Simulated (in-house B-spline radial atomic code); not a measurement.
Response of Ba²⁺ as one setting changes: the share of exact exchange in a PBE hybrid. A dash marks a strongly mixed or unbound state. Computed with an all-electron radial atomic-structure program (B-spline basis): linear response of the closed shell [Kr] 4d10 5s2 5p6 with the functional's adiabatic kernel; scalar-relativistic (spin-free one-electron X2C), finite nucleus, no spin-orbit coupling, no double excitations, S, P, D and F terms only; shells from n = 3 respond. Only terms of natural parity with L up to 3 were computed.

Spin-orbit coupling is strong here, so these LS terms don't match observed levels.

```json
{"share of exact exchange in a PBE hybrid": "0", "lowest 1P (eV)": "5p → 6s 18.662", "lowest 3P, Tamm-Dancoff (eV)": "5p → 5d 16.815", "minus highest occupied level (eV)": "30.91", "α (bohr³)": "10.78"}
{"share of exact exchange in a PBE hybrid": "0.1", "lowest 1P (eV)": "5p → 6s 18.898", "lowest 3P, Tamm-Dancoff (eV)": "5p → 5d 16.880", "minus highest occupied level (eV)": "31.56", "α (bohr³)": "10.73"}
{"share of exact exchange in a PBE hybrid": "0.2", "lowest 1P (eV)": "5p → 6s 19.132", "lowest 3P, Tamm-Dancoff (eV)": "5p → 5d 16.943", "minus highest occupied level (eV)": "32.21", "α (bohr³)": "10.68"}
{"share of exact exchange in a PBE hybrid": "0.3", "lowest 1P (eV)": "?", "lowest 3P, Tamm-Dancoff (eV)": "?", "minus highest occupied level (eV)": "?", "α (bohr³)": "?"}
{"share of exact exchange in a PBE hybrid": "0.4", "lowest 1P (eV)": "?", "lowest 3P, Tamm-Dancoff (eV)": "?", "minus highest occupied level (eV)": "?", "α (bohr³)": "?"}
{"share of exact exchange in a PBE hybrid": "0.5", "lowest 1P (eV)": "5p → 6s 19.825", "lowest 3P, Tamm-Dancoff (eV)": "5p → 5d 17.124", "minus highest occupied level (eV)": "34.16", "α (bohr³)": "10.54"}
{"share of exact exchange in a PBE hybrid": "0.6", "lowest 1P (eV)": "5p → 6s 20.052", "lowest 3P, Tamm-Dancoff (eV)": "5p → 5d 17.181", "minus highest occupied level (eV)": "34.81", "α (bohr³)": "10.5"}
{"share of exact exchange in a PBE hybrid": "0.7", "lowest 1P (eV)": "5p → 6s 20.277", "lowest 3P, Tamm-Dancoff (eV)": "5p → 5d 17.237", "minus highest occupied level (eV)": "35.47", "α (bohr³)": "10.46"}
{"share of exact exchange in a PBE hybrid": "0.8", "lowest 1P (eV)": "5p → 6s 20.500", "lowest 3P, Tamm-Dancoff (eV)": "5p → 5d 17.292", "minus highest occupied level (eV)": "36.12", "α (bohr³)": "10.42"}
{"share of exact exchange in a PBE hybrid": "0.9", "lowest 1P (eV)": "5p → 6s 20.720", "lowest 3P, Tamm-Dancoff (eV)": "5p → 5d 17.345", "minus highest occupied level (eV)": "36.77", "α (bohr³)": "10.38"}
{"share of exact exchange in a PBE hybrid": "1", "lowest 1P (eV)": "5p → 6s 20.938", "lowest 3P, Tamm-Dancoff (eV)": "5p → 5d 17.398", "minus highest occupied level (eV)": "37.43", "α (bohr³)": "10.34"}
```

Question: What belongs in the row for 0.3?

Answer: lowest 1P (eV): 5p → 6s 19.365; lowest 3P, Tamm-Dancoff (eV): 5p → 5d 17.005; minus highest occupied level (eV): 32.86; α (bohr³): 10.63.

Question: What belongs in the row for 0.4?

Answer: lowest 1P (eV): 5p → 6s 19.596; lowest 3P, Tamm-Dancoff (eV): 5p → 5d 17.065; minus highest occupied level (eV): 33.51; α (bohr³): 10.59.
